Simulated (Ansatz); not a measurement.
Harmonic frequencies (cm⁻¹) at PBE0-D4/def2-TZVP from Ansatz: 36, 59, 65, 91, 96, 114, 119, 184, 203, 372, 400, 499, 502, 522, 571, 1170, 1176, 1177, 1218, 1410, 1411, 1475, 1488, 1488, 3017, 3033, 3107, 3110, 3112, 3112.

Each molecule was computed in one conformer, which needn't be the lowest.

(1) Which molecule is it?
A. `[CH3][Zr]([CH3])([CH3])[OH]`
B. `C[O][Zr]([CH3])([Cl])[Cl]`
C. `C[O][Zr]([OH])([SeH])[O]C`
D. `[NH2][Zr]([OH])([Cl])[Cl]`

Answers

(1) B.
